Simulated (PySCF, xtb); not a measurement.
SrF, SMILES [F][Sr], multiplicity 2.

Harmonic wavenumbers (cm⁻¹) from GFN2-xTB (xtb) at its own minimum, in rising order: 431.

Problem. What does PBE-D3(BJ)/def2-TZVPD run with PySCF 2.14.0 give at its own minimum? (Estimate from the structure and the level; the computed values follow.)

Solution. 488. Paired by order, the mean absolute difference is 56 cm⁻¹ and the zero-point energies are 0.6 and 0.7 kcal/mol.
